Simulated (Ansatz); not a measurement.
Geometry optimisation, UKS PBE/def2-SVP in Ansatz.

Input file:

```yaml
crystal:
  periodic: [false, false, false]
  atoms:
    - { symbol: W, position_ang: [1.0e-06, 0.0, -0.600549] }
    - { symbol: F, position_ang: [-2.7e-05, 5.0e-06, 2.449898] }
    - { symbol: H, position_ang: [1.495443, 0.0, 0.202703] }
    - { symbol: H, position_ang: [1.0e-06, 1.495441, 0.202703] }
    - { symbol: H, position_ang: [-1.495441, 0.0, 0.202703] }
    - { symbol: H, position_ang: [1.0e-06, -1.495442, 0.202703] }
    - { symbol: H, position_ang: [1.0e-06, 0.0, -2.338548] }
    - { symbol: H, position_ang: [2.1e-05, -4.0e-06, 3.378387] }
magnetization:
  spin_polarized: true
  initial_magnetization: 1
basis:
  gaussian: { orbitals: def2-SVP }
hamiltonian:
  xc: pbe
relax:
  f_tol: 0.03
  max_steps: 50
```

Command:

```bash
$ ansatz run input.yaml --threads 2 --pin off --max-ram 3072MiB --backend cpu --events-out ev --progress --plain --runs-dir out
```

**Question.** Where does it end, and by what steps?

**Answer.** The forces met the threshold. The force dipped under the threshold on the way, but the program's further checks kept it going. After 39 steps the energy has fallen by 0.489 eV; H8 moved furthest, 1.55 Å. Joined: W1–F2 (3.05 → 2.62 Å).

```csv
step,energy less start (eV),largest force component (eV/Å),accepted
0,0.0000,0.235,yes
2,-0.0006,0.008,yes
4,0.0030,0.773,no
6,-0.0013,0.060,yes
8,-0.0660,0.483,yes
10,0.0578,3.143,no
12,-0.1448,0.571,yes
14,-0.3262,1.323,yes
16,-0.4041,0.732,yes
18,-0.4495,0.402,yes
20,-0.4474,0.239,no
22,-0.4568,0.098,yes
24,-0.4572,0.071,yes
26,-0.4575,0.029,yes
28,-0.4576,0.037,yes
30,-0.4591,0.142,yes
32,-0.4394,1.327,no
34,-0.4724,0.374,yes
36,-0.4853,0.118,yes
38,-0.4811,0.413,no
39,-0.4891,0.008,yes
```

```xyz
8
Properties=species:S:1:pos:R:3
W -0.119 0.071 -0.253
F -0.397 0.118 2.351
H 1.306 -0.529 0.413
H 0.593 1.353 0.677
H -1.620 -0.587 0.201
H 0.029 -1.538 0.206
H -0.002 0.307 -1.965
H 0.209 0.804 2.070
```

Time of the run: 94 s on 2 threads of Arm Neoverse V1, on a shared host, peak memory 0.16 GiB.
